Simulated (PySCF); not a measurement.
A side-by-side comparison of computed properties.

First species: Germanium monosulfide, GeS.
InChI=1S/GeS/c1-2

Second species: difluorogermane, F2GeH2.
SMILES with atom numbers: `[F:1][GeH2:2][F:3]` (hydrogens: H4, H5 on Ge2)

Levels: CAM-B3LYP/def2-SVPD for dipole moment, HOMO energy, LUMO energy, HOMO–LUMO gap, static isotropic polarisability and electronic spatial extent ⟨r²⟩ about the centre of nuclear charge; TDDFT CAM-B3LYP/def2-SVPD for lowest singlet excitation; TDA CAM-B3LYP/def2-SVPD for lowest triplet excitation (Tamm–Dancoff); ΔSCF CAM-B3LYP/def2-SVPD for vertical ionisation energy; PBE0-D3(BJ)/def2-SVP for smallest rotational constant. Geometries: PBE0-D3(BJ)/def2-SVP. Each structure is a single optimised conformer of the isolated species, non-relativistic unless stated. Electronic properties by PySCF.

Values for the first species:

| Property | Result |
| --- | --- |
| Dipole moment | 2.39 D |
| HOMO energy | -9.22 eV |
| LUMO energy | -1.42 eV |
| HOMO–LUMO gap | 7.80 eV |
| Lowest singlet excitation | 3.76 eV |
| Lowest triplet excitation (Tamm–Dancoff) | 3.12 eV |
| Static isotropic polarisability | 51.4 au |
| Vertical ionisation energy | 10.22 eV |
| Electronic spatial extent ⟨r²⟩ about the centre of nuclear charge | 223 bohr² |
| Smallest rotational constant | 5.560 GHz |

Problem. Estimate the same properties for the second species, and the change in each.

Solution. 
```csv
property,first,second,second less first
dipole moment,2.39 D,2.85 D,+0.46 D
HOMO energy,-9.22 eV,-11.59 eV,-2.37 eV
LUMO energy,-1.42 eV,0.62 eV,+2.04 eV
HOMO–LUMO gap,7.80 eV,12.21 eV,+4.41 eV
lowest singlet excitation,3.76 eV,8.28 eV,+4.52 eV
lowest triplet excitation (Tamm–Dancoff),3.12 eV,7.78 eV,+4.66 eV
static isotropic polarisability,51.4 au,29.7 au,-21.7 au
vertical ionisation energy,10.22 eV,12.93 eV,+2.71 eV
electronic spatial extent ⟨r²⟩ about the centre of nuclear charge,223 bohr²,254 bohr²,+31 bohr²
smallest rotational constant,5.560 GHz,4.962 GHz,-0.598 GHz
```

On the first: The 10 singlets span 3.76 to 7.71 eV, and their oscillator strengths add up to 0.51. Point group C∞v permits a dipole; with 2.39 D the species has a pure rotational spectrum. The calculation is non-relativistic and has no spin–orbit coupling, an omission that weighs most on germanium.

On the second: The dipole matches unit charges of opposite sign 0.59 Å apart (1 e·Å = 4.8032 D). In wavenumbers S1 is 66800 cm⁻¹ (1 eV = 8065.54 cm⁻¹). The calculation is non-relativistic and has no spin–orbit coupling, an omission that weighs most on germanium.
